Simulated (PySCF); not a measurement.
Gas-phase equilibrium of 1 mol SnCl₄, 90 mol H₂O at 1400 K and 0.133 bar, among 27 species (ClO, SnCl₄, O₂, HCl, O, SnH₂, HO₂, SnO, SnHCl₃, SnCl₃, H₂O, H, HOCl, H₂O₂, O₃, H₂, SnH₄, SnCl₂, SnH₂Cl₂, Cl, Cl₂, SnO₂, SnH₃Cl, Sn₂O₂, SnHCl, Sn(OH)₂, OH). Only gases are allowed; each row takes one source of thermochemistry for all species, and Cantera finds the minimum.

Computed with PySCF (xtb for GFN2) and rigid-rotor harmonic-oscillator thermochemistry at 1 bar. † marks an energy on the PBE0/def2-TZVP geometry and frequencies; other levels use their own. Open shells (unrestricted) among the columns below: O₂ (multiplicity 3); the rest are closed-shell singlets. GFN2 has no spin-polarisation term. B3LYP is the form with VWN-RPA correlation. Sn: scalar-relativistic def2 core potential, no spin-orbit coupling. The harmonic model lacks anharmonicity and excited electronic states, which grow with temperature; levels with a mode under 35 cm⁻¹ are left out. Soft modes under 120 cm⁻¹ make the harmonic entropy rough for SnCl₂.

Molecules larger than those listed are left out. Also missing: (SnO)n, which can matter at low temperature or high pressure.

Mole fractions:

| thermochemistry | x H₂O | x HCl | x SnCl₂ | x Cl₂ | x O₂ | x HOCl |
|---|---|---|---|---|---|---|
| B3LYP/def2-TZVP† | 0.96 | 0.026 | 0.0086 | 1.2e-7 | 0.0055 | 7.1e-8 |
| GFN2-xTB | 0.97 | 0.0075 | 0.0098 | 0.0061 | 1.5e-5 | 0.0035 |
| PBE/def2-TZVP† | 0.96 | 0.028 | 0.0075 | 2.0e-7 | 0.0056 | 1.2e-7 |
| PBE0/def2-TZVP | 0.96 | 0.023 | 0.0100 | 1.1e-7 | 0.0054 | 6.1e-8 |
| r2SCAN/def2-TZVP† | 0.96 | 0.026 | 0.0088 | 5.5e-8 | 0.0055 | 3.9e-8 |
| ωB97M-V/def2-TZVP† | 0.96 | 0.025 | 0.0089 | 2.5e-7 | 0.0054 | 1.4e-7 |
The most sensitive of these is Cl₂: it spans a factor of 10^5.0 over these rows; at this temperature one factor of ten is RT ln 10 = 27 kJ/mol.
